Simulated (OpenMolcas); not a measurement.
Mo3+ among 6 point charges of -1 e arranged as a tetragonal octahedron (D4h). The axial distance is 1.18 times the equatorial one, R.

```json
{
 "Program": "OpenMolcas",
 "Method": "CASSCF",
 "Basis": "ANO-RCC-VTZP [7s6p4d2f1g]",
 "Scalar Hamiltonian": "DKH2, point nucleus",
 "Active space": "3 electrons in 5 orbitals (4d)",
 "State averaging": "2S+1 = 4 even, 10 roots; 2S+1 = 2 even, 40 roots",
 "Spin-orbit coupling": "RASSI with atomic mean-field integrals over the reference wave functions"
}
```

All point charges move together. At R = 2.03 Å the first state of the same spin is 3964 cm-1, and at R = 2.35 Å it is 1913 cm-1.

Q: A third run gives 2438 cm-1. What distance was it run at?

A: With a power law R^-n the two known points give n = -ln(1913 / 3964) / ln(2.35 / 2.03) = 4.98. Then R = 2.03 × (3964 / 2438)^(1/4.98) = 2.238 Å. The run was at 2.24 Å, so the estimate is off by -0.002 Å.

Without dynamic correlation the repulsion within the d shell is too large (B by tens of per cent), so at a given field states of lower spin stand too high. The ground term spreads over less than 5000 cm-1, several times less than with real ligands, so orbital moments are less quenched and χT lies further from the spin-only value than at real sites (holds for R = 2.35). Point charges carry no covalency, so the field is a model and not that of real ligands. No measured value stands beside these numbers.
